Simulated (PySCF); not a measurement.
**P (phosphorus, neutral) across methods**

[Ne] 3s2 3p3, high-spin 4S determinant. Calculation: PySCF 2.14, in aug-cc-pVDZ-DK; scalar relativity by spin-free X2C-1e.

```json
{"method": "LDA", "E (hartree)": "-340.7940", "mean ε 3s α (eV)": "-14.814", "mean ε 3s β (eV)": "-12.353", "mean ε 3p α (eV)": "-6.288", "Σ⟨r²⟩ (bohr²)": "30.44", "⟨S²⟩": "3.751"}
{"method": "B97-3", "E (hartree)": "-342.0391", "mean ε 3s α (eV)": "-17.047", "mean ε 3s β (eV)": "-13.471", "mean ε 3p α (eV)": "-7.435", "Σ⟨r²⟩ (bohr²)": "30.16", "⟨S²⟩": "3.752"}
{"method": "r2SCAN", "E (hartree)": "-342.0557", "mean ε 3s α (eV)": "-15.730", "mean ε 3s β (eV)": "-12.103", "mean ε 3p α (eV)": "-6.707", "Σ⟨r²⟩ (bohr²)": "30.09", "⟨S²⟩": "3.750"}
{"method": "LC-wPBE", "E (hartree)": "-341.9787", "mean ε 3s α (eV)": "-20.542", "mean ε 3s β (eV)": "-16.108", "mean ε 3p α (eV)": "-10.301", "Σ⟨r²⟩ (bohr²)": "29.90", "⟨S²⟩": "3.750"}
{"method": "PBE", "E (hartree)": "-341.9242", "mean ε 3s α (eV)": "-14.832", "mean ε 3s β (eV)": "-12.115", "mean ε 3p α (eV)": "-6.289", "Σ⟨r²⟩ (bohr²)": "30.36", "⟨S²⟩": "3.750"}
{"method": "TPSS", "E (hartree)": "-342.1015", "mean ε 3s α (eV)": "-15.222", "mean ε 3s β (eV)": "-12.029", "mean ε 3p α (eV)": "-6.424", "Σ⟨r²⟩ (bohr²)": "30.15", "⟨S²⟩": "3.751"}
{"method": "M06-L", "E (hartree)": "-342.0696", "mean ε 3s α (eV)": "-15.639", "mean ε 3s β (eV)": "-12.137", "mean ε 3p α (eV)": "-6.545", "Σ⟨r²⟩ (bohr²)": "29.74", "⟨S²⟩": "3.752"}
{"method": "PBE0", "E (hartree)": "-341.9549", "mean ε 3s α (eV)": "-17.012", "mean ε 3s β (eV)": "-13.255", "mean ε 3p α (eV)": "-7.531", "Σ⟨r²⟩ (bohr²)": "30.15", "⟨S²⟩": "3.750"}
{"method": "UHF", "E (hartree)": "-341.52431", "mean ε 3s α (eV)": "-22.866", "mean ε 3s β (eV)": "-15.277", "mean ε 3p α (eV)": "-10.661", "Σ⟨r²⟩ (bohr²)": "30.36", "⟨S²⟩": "3.750"}
```
